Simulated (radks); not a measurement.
Values are calculated unless marked as measured or tabulated.
Spherical quantum dot in the effective-mass picture: electrons in a well V = -V0 / (1 + exp((r - R)/a)) with V0 = 28.4, R = 1.68, a = 0.13, all in effective atomic units (hartree* = m*/eps^2 hartree, bohr* = eps/m* bohr), one dielectric constant everywhere. Level of theory: non-relativistic Kohn-Sham, LDA (Slater exchange, Perdew-Wang correlation), spin-polarised, spherical densities (a radial shooting solver with Libxc functionals). Levels are named by radial order and angular momentum (1s, 1p, 1d, 2s, ...), and open shells are averaged over m.

N = 18, configuration 1s2 1p6 1d10. This is the lowest configuration that the search found. Occupied and some empty levels:

| level | occupation | eigenvalue (hartree*) | <r> (bohr*) |
|---|---|---|---|
| 1s | 2 | -11.978 | 0.9833 |
| 1p | 6 | -10.658 | 1.098 |
| 1d | 10 | -8.7722 | 1.180 |
| 2s | 0 | -6.9911 | 0.8742 |
| 1f | 0 | -6.4199 | 1.246 |
| 2p | 0 | -4.0705 | 1.010 |

Energy (hartree*): total -300.825, kinetic 65.113, external -480.72, Hartree 129.98, exchange-correlation -15.194. Static polarisability (adiabatic kernel): 1.420 bohr*^3.
